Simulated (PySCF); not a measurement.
Vertical excitations of a molecule CH8O3Si2 from TDA-ωB97X/def2-SVPD (PySCF), as energy in eV (oscillator strength): 6.48 (0.022), 6.88 (0.042), 7.17 (0.001), 7.87 (0.006), 8.04 (0.033), 8.18 (0.032). Lowest triplet (TDA): 5.78 eV. The structure is a stationary point at PBE0-D3(BJ)/def2-SVP. The values are those of a single conformer.

Task: Which structure fits?
(A) CO[SiH2]O[SiH2]O
(B) O[SiH2]OCO[SiH3]
(C) C[SiH2]O[SiH](O)O
(D) CO[Si@@H](O)[SiH2]O

Result: D, CO[Si@@H](O)[SiH2]O
